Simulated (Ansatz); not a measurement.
`[CH3][K]` + CH₃OH → `C[O][K]` + CH₄ at 700 K and 1 bar (ligand exchange at a K–C bond).

Calculated with Ansatz (gas phase, PBE0-D4/def2-TZVP geometries, no zero-point term in ΔE). CCSD(T)/CBS adds triple-zeta CCSD(T) − MP2 to the extrapolated MP2 energy (def2 sets, frozen cores). This one scheme is used for every species. For K outer-core shells are correlated without core-valence functions, which leaves a few kJ/mol of doubt a bond. Scalar relativity is left out up to krypton.

| species | CCSD(T)/CBS energy (Eh) | H − E (kJ/mol) | S (J/(mol·K)) |
| --- | --- | --- | --- |
| `[CH3][K]` | -639.25569 | 122.9 | 311.0 |
| CH₃OH | -115.61712 | 170.8 | 288.5 |
| `C[O][K]` | -714.47647 | 147.2 | 340.6 |
| CH₄ | -40.46206 | 145.9 | 224.0 |

H − E and S are ideal-gas, rigid-rotor, harmonic terms from PBE0-D4/def2-TZVP. 1 Eh = 2625.50 kJ/mol, R = 8.31446 J/(mol·K).

Q: By hand: ΔE, ΔH, ΔS and ΔG.

A: ΔE = (-714.47647) + (-40.46206) − (-639.25569) − (-115.61712) = -0.06572 Eh = -172.5 kJ/mol. Δ(H − E) = 147.2 + 145.9 − 122.9 − 170.8 = -0.6, so ΔH = -173.1 kJ/mol. ΔS = 340.6 + 224.0 − 311.0 − 288.5 = -34.9 J/(mol·K). ΔG = -173.1 − 700 × (-34.9)/1000 = -148.7 kJ/mol.

Q: By hand: the equilibrium constant, and the temperature at which ΔG would vanish if ΔH and ΔS stayed fixed.

A: log₁₀ K = −ΔG/(RT ln 10) = 11.1. ΔG = 0 at ΔH/ΔS = 4960 K, far beyond where these terms or the molecules hold.

ΔH outweighs TΔS. A doubt of 5 kJ/mol in ΔE shifts log₁₀ K by 0.4 here. These are equilibria of isolated gas molecules and say nothing of rates. Largest T1 diagnostic: 0.017 (customary marks: 0.02 for closed shells, 0.045 for open ones).
